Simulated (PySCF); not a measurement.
Structure problem from calculated spectra and properties.

Formula: C4H10OSSi.

| Quantity | Value |
| --- | --- |
| UV, strongest line | among the 8 lowest singlet transitions: S2 at 5.60 eV (222 nm, f = 0.193) [TDDFT PBE0/def2-SVPD] |
| Dipole | 2.69 D [PBE0/def2-SVPD] |
| Triplet | lowest triplet excitation (Tamm–Dancoff): 3.88 eV [TDA PBE0/def2-SVPD] |
| Polarisability | 104.4 au [PBE0/def2-SVPD] |
| 1H NMR | chemical shifts (computed TMS as zero) by class: 7.00 (1 H), 5.60 (1 H), 5.48 (1 H), 4.79 (2 H), 3.51 (3 H), 3.45 (2 H) ppm [GIAO PBE0/pcSseg-1] |
| 13C NMR | chemical shifts (computed TMS as zero) by class: 138.9 (1 C), 121.0 (1 C), 70.5 (1 C), 65.1 (1 C) ppm [GIAO PBE0/pcSseg-1] |
| NMR, other nuclei | isotropic shieldings of nuclei other than C and H, by class: 328 (1 O), 381 (1 Si), 570 (1 S) ppm [GIAO PBE0/pcSseg-1] |
| Rotational structure | rotational constants A, B, C: 2.254, 1.148, 0.803 GHz [GFN2-xTB] |

The electronic properties come from PySCF, for the isolated species, density fitting. Levels stand in brackets. The structure is a single GFN2-xTB conformer in the gas phase; no vibrational or solvent corrections. NMR classes are plain means over equivalent atoms (diastereotopic ones count apart unless rotation or inversion swaps them), as if these changed places fast.

Task: Propose a structure and show how it fits.

Result: Numbering: `[CH2:1]=[CH:2][S:3][SiH2:4][CH2:5][O:6][CH3:7]`. Its formula, C4H10OSSi, gives 1 degree of unsaturation: 0 rings and 1 π bond in the structure found. 4 carbons fall into 4 classes; from least to most shielded: alkene CH carbon [C2] (138.9 ppm), terminal =CH2 carbon [C1] (121.0 ppm), sp3 carbon bound to oxygen [C5] (70.5 ppm), methoxy carbon [C7] (65.1 ppm). Hydrogen classes from least to most shielded: 1 H on an alkene CH carbon, C2 (7.00 ppm), 1 H on a terminal =CH2 carbon, C1 (5.60 ppm), 1 H on a terminal =CH2 carbon, C1 (5.48 ppm), 2 H on an SiH2 silicon, Si4 (4.79 ppm, a mean of values up to 0.6 ppm apart in this geometry), 3 H on a methoxy carbon, C7 (3.51 ppm, a mean of values up to 0.7 ppm apart in this geometry), 2 H on an sp3 carbon bound to oxygen, C5 (3.45 ppm). The other shieldings belong to: 328 ppm, ether oxygen [O6]; 381 ppm, SiH2 silicon [Si4]; 570 ppm, sulfur bonded to C and Si [S3]. The optimised geometry has point group C1 and is an asymmetric top. Structure: `C=CS[SiH2]COC`. Computed isomers that give other values at the same levels: `C=C[Si@@H](S)OCC` (13C chemical shifts (computed TMS as zero) by class: 146.2 (1 C), 146.1 (1 C), 61.1 (1 C), 20.3 (1 C) ppm); `C=CCOCS[SiH3]` (13C chemical shifts (computed TMS as zero) by class: 142.9 (1 C), 122.7 (1 C), 78.3 (1 C), 71.3 (1 C) ppm); `C=CCO[SiH2]SC` (13C chemical shifts (computed TMS as zero) by class: 142.3 (1 C), 119.9 (1 C), 68.4 (1 C), 11.5 (1 C) ppm). The assignments are read from this structure; whether some other isomer fits the data as well wasn't checked.

Conformer computed: `[CH2:1]=[CH:2][S:3][SiH2:4][CH2:5][O:6][CH3:7]`: C1–C2–S3–Si4 -172°, C2–S3–Si4–C5 -54°, S3–Si4–C5–O6 72°, Si4–C5–O6–C7 179°.
